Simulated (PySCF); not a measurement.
Field gradients from PBE0/pcSseg-1 densities (PySCF, non-relativistic) at PBE0-D3(BJ)/def2-SVP geometries, isolated species, one conformer each; χzz is the principal value of largest magnitude, with Q(17O) = −0.0256 b, Q(14N) = 0.02044 b. With a basis this small, the couplings can be 20 % off.

Question: These 17O couplings (χzz in MHz, η) are listed in rising order: (-10.27, 0.37); (-9.401, 0.06); (-8.691, 0.06); (-5.749, 0.41); (-5.478, 0.37); (10.95, 0.31). Assign them to: the siloxane oxygen of `CC[Si@@H]1O[SiH2]C[C@H]1C#N`; O2 (ester single-bonded oxygen) in `[CH3:1][O:2][C:3](=[O:4])[C:5]#[C:6][CH:7]([Cl:8])[Cl:9]`; the amide oxygen of `CC(=O)n1ccnc1`; O7 (boron-bound oxygen) in `[CH2:1]=[C:2]([CH3:3])[B:4]([O:5][CH3:6])[O:7][CH2:8][F:9]`; the siloxane oxygen of `CC#C[C@@H]1C[Si@@H](N)O[SiH2]1`; the furan-type oxygen of `C[SiH2][Si@@H](N)c1ccco1`.

Answer: -10.27 MHz, η 0.37: O2 (ester single-bonded oxygen) in `[CH3:1][O:2][C:3](=[O:4])[C:5]#[C:6][CH:7]([Cl:8])[Cl:9]`; -9.401 MHz, η 0.06: O7 (boron-bound oxygen) in `[CH2:1]=[C:2]([CH3:3])[B:4]([O:5][CH3:6])[O:7][CH2:8][F:9]`; -8.691 MHz, η 0.06: the furan-type oxygen of `C[SiH2][Si@@H](N)c1ccco1`; -5.749 MHz, η 0.41: the siloxane oxygen of `CC[Si@@H]1O[SiH2]C[C@H]1C#N`; -5.478 MHz, η 0.37: the siloxane oxygen of `CC#C[C@@H]1C[Si@@H](N)O[SiH2]1`; 10.95 MHz, η 0.31: the amide oxygen of `CC(=O)n1ccnc1`.

Question: These 14N couplings (χzz in MHz, η) are listed in rising order: (-5.198, 0.32); (-4.792, 0.17); (-4.462, 0.35). Assign them to: the silicon-bound nitrogen of `CC#C[C@@H]1C[Si@@H](N)O[SiH2]1`; the silicon-bound nitrogen of `CC(C)C[C@H](C)CN[SiH3]`; N7 (pyridine-type nitrogen) in `[CH3:1][C:2](=[O:3])[n:4]1[cH:5][cH:6][n:7][cH:8]1`.

Answer: -5.198 MHz, η 0.32: the silicon-bound nitrogen of `CC(C)C[C@H](C)CN[SiH3]`; -4.792 MHz, η 0.17: N7 (pyridine-type nitrogen) in `[CH3:1][C:2](=[O:3])[n:4]1[cH:5][cH:6][n:7][cH:8]1`; -4.462 MHz, η 0.35: the silicon-bound nitrogen of `CC#C[C@@H]1C[Si@@H](N)O[SiH2]1`.

All sites together:

| nucleus | site | Vzz (au) | η | χzz (MHz) |
| --- | --- | --- | --- | --- |
| 17O | the siloxane oxygen of CC[Si@@H]1O[SiH2]C[C@H]1C#N | 0.956 | 0.41 | -5.749 |
| 17O | O2 (ester single-bonded oxygen) in [CH3:1][O:2][C:3](=[O:4])[C:5]#[C:6][CH:7]([Cl:8])[Cl:9] | 1.707 | 0.37 | -10.27 |
| 17O | the amide oxygen of CC(=O)n1ccnc1 | -1.821 | 0.31 | 10.95 |
| 17O | O7 (boron-bound oxygen) in [CH2:1]=[C:2]([CH3:3])[B:4]([O:5][CH3:6])[O:7][CH2:8][F:9] | 1.563 | 0.06 | -9.401 |
| 17O | the siloxane oxygen of CC#C[C@@H]1C[Si@@H](N)O[SiH2]1 | 0.911 | 0.37 | -5.478 |
| 17O | the furan-type oxygen of C[SiH2][Si@@H](N)c1ccco1 | 1.445 | 0.06 | -8.691 |
| 14N | the silicon-bound nitrogen of CC#C[C@@H]1C[Si@@H](N)O[SiH2]1 | -0.929 | 0.35 | -4.462 |
| 14N | the silicon-bound nitrogen of CC(C)C[C@H](C)CN[SiH3] | -1.082 | 0.32 | -5.198 |
| 14N | N7 (pyridine-type nitrogen) in [CH3:1][C:2](=[O:3])[n:4]1[cH:5][cH:6][n:7][cH:8]1 | -0.998 | 0.17 | -4.792 |
